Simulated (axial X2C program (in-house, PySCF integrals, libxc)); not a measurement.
Low determinants of IrH⁺ at the PBE0 level, with spin–orbit coupling

All values were computed with an in-house relativistic program for diatomic molecules. Two-component (2c) means X2C with spin–orbit coupling and atomic mean-field two-electron Coulomb and Gaunt terms. Basis: Ir dyall-v3z [13s14p9d6f2g], H dyall-v3z [6s2p1d] (cores contracted in-house); Gaussian nuclei, density fitting, unrestricted open shells. Masses: Ir 192.963 u, H 1.008 u.

Search at 1.540 Å (vertical energies from the lowest determinant):

```tsv
ΔE (eV)	state	electrons beyond evenly filled partner blocks	electrons in ±ω = 1/2, 3/2, 5/2, 7/2
0.00	Ω = 9/2	ω = 1/2, ω = 3/2, ω = 5/2	43 23 9 2
0.14	Ω = 3/2	ω = 1/2, ω = -3/2, ω = 5/2	43 23 9 2
0.44	Ω = 5/2	ω = 5/2	42 24 9 2
0.74	Ω = 7/2	ω = -1/2, ω = 3/2, ω = 5/2	43 23 9 2
0.93	Ω = 1/2	ω = 1/2	43 22 10 2
1.18	Ω = 1/2	ω = 1/2	43 24 8 2
1.32	Ω = 7/2	2 × ω = 1/2, ω = 5/2	42 24 9 2
```

Lowest determinant, Ω = 9/2 (⟨Sz⟩ = 1.45, ⟨Lz⟩ = 3.05 at PBE0): Re = 1.569 Å, ωe = 2263.2 cm⁻¹.

The determinant in row 2 of the search, Ω = 3/2 (⟨Sz⟩ = 1.21, ⟨Lz⟩ = 0.29 at PBE0), was followed along the bond at PBE0; measured from the minimum of the lowest determinant it gives:

Te = 0.143 eV (1157 cm⁻¹), Re = 1.552 Å, ωe = 2312.7 cm⁻¹.

Problem. Compare the bond of the determinant in row 2 with that of the lowest one.

Solution. At PBE0 its Re is 0.017 Å shorter and its force constant, which goes as ωe², is 1.04 times that of the lowest determinant. This determinant mixes spin states, so it has no term energy of its own.

The search compares states at one distance, so a state with another bond length can lie lower; it is not exhaustive and yields mostly the lowest determinant of each block pattern, so other components and higher states of one pattern are missing. These are energies of single determinants, not of spin-adapted states; PBE0 term energies can be off by some tenths of an eV, and the functional has no current term. The lowest determinant need not be the ground state where others lie within half an eV. Where ⟨Sz⟩ is far from a half-integer, Re and ωe of a determinant are not those of a level.
